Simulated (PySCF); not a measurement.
Ionisation energy of Tl⁺ by level of theory

Tl⁺ [Xe] 4f14 5d10 6s2 (1S) → Tl²⁺ [Xe] 4f14 5d10 6s1 (2S), as a difference of total energies. All numbers are calculated (PySCF 2.14, a scalar-relativistic core potential, in aug-cc-pVDZ-PP with ECP60MDF (5s4p3d, 32 functions)). Correlated levels: valence: 5s2 5p6 5d10 frozen. The calculations carry no spin-orbit coupling.

```csv
method,ionisation energy (eV)
UHF,18.372
BP86,20.647
TPSS,20.272
MP2 (valence),18.844
SCS-MP2 (valence),18.939
CCSD (valence),19.068
```

Errors of the correlated levels include the incompleteness of this basis and the frozen core.

With two correlated electrons CCSD is exact in that space.

Q: Which method comes closest to the reference value, and which is furthest?

A: The reference is 20.428 eV (measured; NIST Atomic Spectra Database, ionization energies). Closest: TPSS (error -0.156 eV); furthest: UHF (error -2.056 eV).
